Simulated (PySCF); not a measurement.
Method: PySCF with TPSSh-D3(BJ)/def2-TZVP // PBE-D3(BJ)/def2-SVP. All species are isolated molecules in the gas phase. 

Reference species: [Pd(NH3)4]2+ (charge +2, multiplicity 1).

The coordination number is 4.

Changed species: [Mo(NH3)4]2+ (M = Mo, multiplicity 1; the reference has M = Pd, multiplicity 1).

**Question.** Predict the effect on the coordination number.

**Answer.** the coordination number stays essentially unchanged.
